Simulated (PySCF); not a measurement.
Ligands exchanged one at a time, B H-SH. All species are isolated molecules in the gas phase. One relaxed conformer stands for each flexible species; it need not be the lowest. Strings in code marks are SMILES.

Method: PBE-D3(BJ)/def2-TZVP // B3LYP-D3(BJ)/def2-TZVP (PySCF). All candidates: neutral, multiplicity 1. Excitations are Tamm–Dancoff values on a coarser integration grid. The basis has no diffuse functions, so Rydberg states are missing or too high.

| Quantity | Result |
|---|---|
| HOMO | -6.49 eV |
| T1 excitation (TDA) | 4.28 eV |
| HOMO–LUMO gap | 4.64 eV |

Q: Identify which member has these values.
A) `BS`
B) `SB(S)S`
C) `SBS` (H–S–B–S torsion 0°, S–B–S–H torsion 0°)

A: C, `SBS` (H–S–B–S torsion 0°, S–B–S–H torsion 0°). The others give `SB(S)S`: -6.36 eV, 4.45 eV, 4.75 eV; `BS`: -7.32 eV, 4.37 eV, 5.05 eV
